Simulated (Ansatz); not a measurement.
## Ligand exchange: C3H5Br + H2S → C3H6S + HBr

Species: C3H5Br (allyl bromide) `C=CCBr`, singlet; H2S (hydrogen sulfide) `S`, singlet; C3H6S (allyl mercaptan) `C=CCS`, singlet; HBr (hydrogen bromide), singlet. The partners trade Br for SH: C–Br and H–SH bonds give way to C–SH and H–Br.

Shapes, held fixed at every level: PBE0-D4/def2-TZVP. Flexible molecules stand in one conformer, not always the lowest. Programs: Ansatz 0.2.0. The zero-point and thermal change to 298 K, harmonic and unscaled (PBE0-D4/def2-TZVP), is -0.8 kJ/mol.

Estimate ΔH(298 K) of this reaction.

The highest level, CCSD(T)/def2-TZVPP, gives ΔH(298 K) = +2.9 kJ/mol; the levels span -5.5 to +4.4. That is about zero within the method's error. They disagree on the sign: 6 of 8 are positive. The column of differences is taken from that level and isn't an error. No measured value is set beside it here. Relativity is left out for Br. Outer-core shells of Br are correlated in most correlated rows, in sets that cover them unevenly.

```csv
level,kind,ΔH(298 K) (kJ/mol),less CCSD(T)/def2-TZVPP
HF/def2-TZVPP,Hartree–Fock,+4.4,+1.5
PBE-D4/def2-TZVPP,GGA,+1.1,-1.8
r2SCAN-D4/def2-TZVPP,meta-GGA,+1.9,-1.0
PBE0-D4/def2-TZVPP,global hybrid,0.0,-2.9
MP2/def2-SVP,perturbation theory,-5.5,-8.4
MP2/def2-TZVPP,perturbation theory,+2.9,0.0
CCSD/def2-TZVPP,coupled cluster or CI,+2.9,0.0
CCSD(T)/def2-TZVPP,coupled cluster or CI,+2.9,0.0
```
